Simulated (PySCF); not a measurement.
# Continuum solvent and chemical shifts

Atom-mapped SMILES (the numbers label the heavy atoms): `[F:1][c:2]1[cH:3][c:4]([F:5])[c:6]2[c:7]([cH:8]1)[CH2:9][CH2:10][O:11]2` (H(Xn): hydrogen on atom n).

GIAO PBE0/pcSseg-1 in PySCF on one PBE0-D3(BJ)/def2-SVP conformer, non-relativistic, equivalent nuclei averaged. Solvents enter as an IEF-PCM continuum (chloroform with ε = 4.7, dichloromethane with ε = 8.9) around the gas-phase geometry. Shifts are referred to CFCl3, TMS computed in the same medium.

In chloroform, δ in ppm: F1 -125.2, F5 -141.7, C2 163.4, C4 153.7, C6 149.3, C7 136.6, C8 113.3, C3 108.8, C10 73.7, C9 33.5, H(C8) 7.03, H(C3) 6.87, H(C10) 4.70, H(C9) 3.37. Dipole moment 3.92 D.

Task: How does each δ change in the more polar medium?

Result: 
```json
{"atoms": "F1", "environment": "aryl fluorine", "Δδ, dichloromethane": "-0.3"}
{"atoms": "F5", "environment": "aryl fluorine", "Δδ, dichloromethane": "-0.8"}
{"atoms": "C2", "environment": "aromatic carbon bearing fluorine", "Δδ, dichloromethane": "+0.1"}
{"atoms": "C4", "environment": "aromatic carbon bearing fluorine", "Δδ, dichloromethane": "0.0"}
{"atoms": "C6", "environment": "aromatic carbon bearing oxygen", "Δδ, dichloromethane": "+0.1"}
{"atoms": "C7", "environment": "substituted aromatic carbon", "Δδ, dichloromethane": "+0.7"}
{"atoms": "C8", "environment": "aromatic CH", "Δδ, dichloromethane": "+0.4"}
{"atoms": "C3", "environment": "aromatic CH", "Δδ, dichloromethane": "0.0"}
{"atoms": "C10", "environment": "sp3 CH2 bonded to O", "Δδ, dichloromethane": "+0.3"}
{"atoms": "C9", "environment": "sp3 CH2 on an aromatic ring", "Δδ, dichloromethane": "+0.2"}
{"atoms": "H(C8)", "environment": "hydrogen on an aromatic CH", "Δδ, dichloromethane": "+0.05"}
{"atoms": "H(C3)", "environment": "hydrogen on an aromatic CH", "Δδ, dichloromethane": "+0.03"}
{"atoms": "H(C10)", "environment": "hydrogen on an sp3 CH2 bonded to O", "Δδ, dichloromethane": "+0.02"}
{"atoms": "H(C9)", "environment": "hydrogen on an sp3 CH2 on an aromatic ring", "Δδ, dichloromethane": "+0.04"}
```

Changes are relative to chloroform. The dipole moment becomes 4.07 D in dichloromethane.

Task: Which nuclei move most (in ppm), and what does the model miss?

Result: F5 (aryl fluorine, -0.8 ppm) in dichloromethane. A continuum only polarises the solute; specific hydrogen bonds, the anisotropy of aromatic solvents and changes of geometry or conformer are outside it.
